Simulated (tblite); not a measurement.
C8H5O (doublet state).
SMILES: `C#Cc1ccc([O])cc1`

Computed with GFN2-xTB (tblite): harmonic, unscaled wavenumbers at the GFN2-xTB geometry, gas phase. This tight-binding method is rough: wavenumbers can miss measured ones by several per cent, in bad cases by 10 to 20. Open shells enter through the occupations alone, without spin polarisation, and single modes of such species can be off by tens of per cent.

Harmonic wavenumbers (cm⁻¹): 79.1, 127.8, 191.2, 333.2, 358.2, 395.4, 417.0, 461.1, 483.0, 598.7, 621.4, 671.4, 702.7, 717.3, 748.7, 827.8, 835.8, 913.1, 919.7, 963.7, 1096.5, 1163.2, 1214.7, 1228.1, 1284.5, 1392.2, 1396.6, 1477.1, 1557.9, 1584.6, 2202.8, 3072.9, 3074.8, 3099.0, 3099.8, 3387.4.

A = 5564, B = 1037, C = 873.8 MHz; mass 117.034 u (most abundant isotopes); point group C2v, symmetry number 2; spin multiplicity 2.

Q: Zero-point energy?

A: ½Σν̃ = 21349 cm⁻¹ = 255.40 kJ/mol.

Q: What is S at 500 K and 1 bar for an ideal gas of classical rigid rotors and harmonic oscillators?

A: Translation 179.00, rotation 120.12, vibration 141.58, spin (R ln 2) 5.76: S = 446.5 J/(mol K).

Q: And Cp and H(500 K) − H(0)?

A: Cp = 192.55 J/(mol K), of which vibrations give 159.29 (their classical limit is 36 R = 299.3); H(500 K) − H(0) = 56.34 kJ/mol without the zero-point energy, 39.71 from vibrations.

Q: Blend soft modes into free rotors: weight 1/[1 + (100 cm⁻¹/ν̃)⁴] for the oscillator and the rest for a rotor with moment μB/(μ + B), μ = h/(8π²ν), B = 10⁻⁴⁴ kg m². What vibrational entropy results?

A: 136.48 J/(mol K) in place of 141.58, which changes −T·S at 500 K by +2.55 kJ/mol.

Q: What must be added to the electronic energy to get the Gibbs energy at 500 K and 1 bar?

A: ZPE + [H(500 K) − H(0)] − T·S = 255.40 + 56.34 − 223.23 = 88.51 kJ/mol.

Q: How do the functions run with temperature in this model?

A: 
```tsv
T (K)	S (J/(mol K))	Cp (J/(mol K))	H − H(0) (kJ/mol)	G − H(0) (kJ/mol)	ln q(vib)
150	293.2	75.2	7.62	-36.36	1.30
250	340.8	114.6	17.11	-68.10	2.87
298.15	362.6	132.7	23.07	-85.04	3.70
400	406.4	166.2	38.35	-124.22	5.58
600	483.5	213.3	76.67	-213.42	9.38
900	578.5	254.4	147.43	-373.27	14.86
```

q(vib) and H(0) count from the zero-point level.

Q: Which modes carry the vibrational entropy at 500 K?

A: 79.1 cm⁻¹: 20.64; 127.8 cm⁻¹: 16.68; 191.2 cm⁻¹: 13.39; 333.2 cm⁻¹: 8.98; 358.2 cm⁻¹: 8.42; 395.4 cm⁻¹: 7.68 J/(mol K); the other 30 give 65.81 together.

Hindered rotation and anharmonicity are outside this model.

Time: 0.79 s wall. Hardware: an Intel Xeon Platinum 8259CL at 2.50 GHz with one thread, no GPU (shared host). The figure is for the frequency step alone.
